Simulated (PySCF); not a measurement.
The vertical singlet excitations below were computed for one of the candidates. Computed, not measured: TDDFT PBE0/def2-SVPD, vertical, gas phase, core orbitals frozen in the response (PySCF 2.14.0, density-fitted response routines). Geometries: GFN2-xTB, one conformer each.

```json
{"state": "S1", "E (eV)": "5.47", "λ (nm)": "226.8", "f": "0.069"}
{"state": "S2", "E (eV)": "5.49", "λ (nm)": "225.7", "f": "0.300"}
{"state": "S3", "E (eV)": "5.61", "λ (nm)": "221.1", "f": "0.035"}
{"state": "S4", "E (eV)": "5.95", "λ (nm)": "208.3", "f": "0.0017"}
{"state": "S5", "E (eV)": "5.99", "λ (nm)": "207.0", "f": "0.0027"}
{"state": "S6", "E (eV)": "6.60", "λ (nm)": "187.7", "f": "0.0026"}
```

Triplets computed (Tamm–Dancoff): 3.34, 5.08 eV.

Task: Which structure fits? All have the formula C6H6O3.
A. `O=CCC(=O)OC1=CC1`
B. `C[C@H]1OC(=O)C=CC1=O`
C. `C#C/C=C\OCOC=O`

Result: C. Its S1, at 5.47 eV, is the highest among the candidates; the nearest of the others has S1 at 4.26 eV. S1 is HOMO-1→LUMO (76%), HOMO→LUMO (16%). Löwdin shares by element: HOMO carbon 79% or more (atoms not listed hold the other 21%); LUMO carbon 78% or more (atoms not listed hold the other 22%). At the same level the other candidates give, for their lowest levels:
- `O=CCC(=O)OC1=CC1`: 4.26 eV (f 0.006); 4.91 eV (f 0.068); 5.42 eV (f 0.014); 5.67 eV (f 0.089); 6.12 eV (f 0.008); T1 3.62 eV; HOMO -7.24, LUMO -1.58 eV
- `C[C@H]1OC(=O)C=CC1=O`: 3.26 eV (f 0.001); 3.97 eV (f 0.001); 5.14 eV (f 0.024); 5.74 eV (f 0.232); 5.89 eV (f 0.081); T1 2.80 eV; HOMO -8.03, LUMO -3.03 eV

Shape of the structure used: `[CH:1]#[C:2]/[CH:3]=[CH:4]\[O:5][CH2:6][O:7][CH:8]=[O:9]`: C3–C4–O5–C6 -169°, C4–O5–C6–O7 70°, O5–C6–O7–C8 99°, C6–O7–C8–O9 5°.
